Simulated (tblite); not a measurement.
Species: C7H3F3N2S.
SMILES: `FC(F)(F)C1=C2N=NSC2=CC=C1`

Calculated harmonic vibrations of the isolated species, GFN2-xTB (tblite), most abundant isotopes, no scaling. The method is semi-empirical: single wavenumbers can be off by several per cent or more.

Harmonic wavenumbers (cm⁻¹): 28.4, 89.1, 119.1, 182.4, 192.0, 294.0, 313.8, 314.7, 375.0, 452.6, 472.1, 473.0, 530.0, 562.0, 567.2, 611.4, 635.8, 667.7, 719.1, 763.2, 802.0, 834.3, 898.3, 898.6, 921.2, 1048.5, 1056.2, 1057.5, 1107.3, 1173.1, 1184.2, 1248.0, 1271.7, 1328.3, 1373.9, 1444.2, 1470.1, 1550.6, 1588.2, 3101.3, 3107.5, 3114.4.

A = 1306, B = 570.0, C = 426.4 MHz; mass 203.997 u (most abundant isotopes); point group Cs, symmetry number 1.

Problem. Zero-point energy?

Solution. Half the sum of the wavenumbers: 19971 cm⁻¹ = 238.91 kJ/mol.

Problem. What is S at 200 K and 1 bar for an ideal gas of classical rigid rotors and harmonic oscillators?

Solution. Translation 166.88, rotation 125.95, vibration 77.38: S = 370.2 J/(mol K).

Problem. And Cp and H(200 K) − H(0)?

Solution. Cp = 123.95 J/(mol K), of which vibrations give 90.69 (their classical limit is 42 R = 349.2); H(200 K) − H(0) = 15.09 kJ/mol without the zero-point energy, 8.44 from vibrations.

Problem. Blend soft modes into free rotors: weight 1/[1 + (100 cm⁻¹/ν̃)⁴] for the oscillator and the rest for a rotor with moment μB/(μ + B), μ = h/(8π²ν), B = 10⁻⁴⁴ kg m². What vibrational entropy results?

Solution. 70.76 J/(mol K) in place of 77.38, which changes −T·S at 200 K by +1.32 kJ/mol.

Problem. What must be added to the electronic energy to get the Gibbs energy at 200 K and 1 bar?

Solution. ZPE + [H(200 K) − H(0)] − T·S = 238.91 + 15.09 − 74.04 = 179.96 kJ/mol.

Problem. Which modes carry the vibrational entropy at 200 K?

Solution. 28.4 cm⁻¹: 21.53; 89.1 cm⁻¹: 12.15; 119.1 cm⁻¹: 9.85; 182.4 cm⁻¹: 6.63; 192.0 cm⁻¹: 6.26; 294.0 cm⁻¹: 3.48 J/(mol K); the other 36 give 17.47 together.

Problem. How do the functions run with temperature in this model?

Solution. 
```tsv
T (K)	S (J/(mol K))	Cp (J/(mol K))	H − H(0) (kJ/mol)	G − H(0) (kJ/mol)	ln q(vib)
150	338.4	98.4	9.54	-41.22	2.99
250	400.6	149.0	21.92	-78.22	5.52
298.15	428.8	171.8	29.65	-98.19	6.79
400	485.4	213.7	49.36	-144.78	9.54
600	583.7	270.2	98.27	-251.97	14.89
900	702.8	314.9	186.85	-445.71	22.33
```

q(vib) and H(0) count from the zero-point level.

Hindered rotation and anharmonicity are outside this model.

Conformer computed: `[F:1][C:2]([F:3])([F:4])[c:5]1[cH:6][cH:7][cH:8][c:9]2[s:10][n:11][n:12][c:13]12`: F1–C2–C5–C6 120°.
